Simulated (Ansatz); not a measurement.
Species: H2F2Si, SMILES `F[SiH2]F` (charge 0, multiplicity 1).

Q: Give a relaxed geometry from B3LYP-D3(BJ)/def2-TZVP (Ansatz, a program for electronic structure).

A: the end point of this relaxation (outside a Z-matrix the atoms follow the SMILES, hydrogens last).
Z-matrix (Å, degrees):
```
Si
F 1 1.5916
F 1 1.5916 2 107.97
H 1 1.4697 2 108.50 3 117.40
H 1 1.4697 4 114.69 3 121.47
```
